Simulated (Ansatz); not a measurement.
The same hydrogenolysis along the group O, S, Se.

Calculated with Ansatz (gas phase, PBE0-D4/def2-TZVP geometries, no zero-point term in ΔE). CCSD(T)/CBS adds triple-zeta CCSD(T) − MP2 to the extrapolated MP2 energy (def2 sets, frozen cores). This one scheme is used for every species. def2 core potentials past Kr. For In, Se outer-core shells are correlated without core-valence functions, which leaves a few kJ/mol of doubt a bond. Scalar relativity is left out up to krypton.

Problem. Order these by ΔE at CCSD(T)/CBS, lowest first. (Estimate.)
A. `C[S][InH2]` + H₂ → `[InH3]` + CH₃SH
B. `C[O][InH2]` + H₂ → `[InH3]` + CH₃OH
C. `C[Se][InH2]` + H₂ → `[InH3]` + `C[SeH]`

Solution. B (+26.4 kJ/mol), A (+82.7 kJ/mol), C (+106.1 kJ/mol).

Largest T1 diagnostic: 0.017, for `C[O][InH2]`.
